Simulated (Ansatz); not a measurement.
Molecule: sum formula H4Si2OCl2, charge 0, multiplicity 1. 
Geometry from a B3LYP-D3(BJ)/def2-TZVP (Ansatz, an electronic-structure program) optimisation:
SMILES: O([SiH3])[SiH](Cl)Cl
```xyz
9

Si     2.3762    -0.5527    -0.3057
O      0.7609    -0.8680    -0.4549
Si    -0.7437    -0.3643    -0.1830
Cl    -1.0415    -0.1030     1.8291
Cl    -1.0625     1.4291    -1.1250
H      3.1010    -1.7003    -0.8856
H      2.7176    -0.3983     1.1240
H      2.7052     0.6871    -1.0399
H     -1.6992    -1.3497    -0.6872
```

Property: vertical ionisation energy (to the doublet state of charge +1; each state is the SCF solution reached for its spin; for the doublet the Hartree-Fock reference is unstable and T1 is 0.043), in eV. Cores are frozen in the correlated levels unless marked. UHF or UKS for open shells. Spin-orbit coupling is left out. No relativistic terms.  The program attaches cautions to a run behind CCSD/aug-cc-pV(D+d)Z: other roots. The program attaches cautions to a run behind CCSD/aug-cc-pV(T+d)Z: other roots. The program attaches cautions to a run behind CCSD(T)/aug-cc-pV(D+d)Z: other roots. The program attaches cautions to a run behind CCSD(T)/aug-cc-pV(T+d)Z: other roots.

```csv
level,program,vertical ionisation energy (eV)
HF/aug-cc-pV(Q+d)Z,Ansatz,11.09
SVWN5/def2-TZVPD,Ansatz,10.53
PBE/def2-TZVPD,Ansatz,10.41
PBE0/def2-TZVPD,Ansatz,11.04
CAM-B3LYP/def2-TZVPD,Ansatz,11.44
CCSD/aug-cc-pV(D+d)Z,Ansatz,11.66
CCSD/aug-cc-pV(T+d)Z,Ansatz,11.83
CCSD(T)/aug-cc-pV(D+d)Z,Ansatz,11.56
CCSD(T)/aug-cc-pV(T+d)Z,Ansatz,11.72
```
